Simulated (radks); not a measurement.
Values are calculated unless marked as measured or tabulated.
Problem. These are the eigenvalues of the occupied orbitals of an atom or ion with whole-number occupations (Ry). Level of theory: non-relativistic Kohn-Sham, r2SCAN, spin-polarised, spherical densities, point nucleus; meta-GGA in the generalised Kohn-Sham scheme (a radial shooting solver on a logarithmic mesh with Libxc functionals).

orbital  eigenvalue
1s up      -0.58989

Which element is it, and in what charge state? The configuration may be excited. Open shells, if any, are filled with parallel spins first.

Solution. Z = 1, hydrogen, charge 0: H in 1s1. The 1s level, -0.29494 hartree, gives Z - s = 0.8 by -(Z - s)^2/2, which with screening narrows Z to a few neighbours, and with so few levels the electron count can be read from the list.
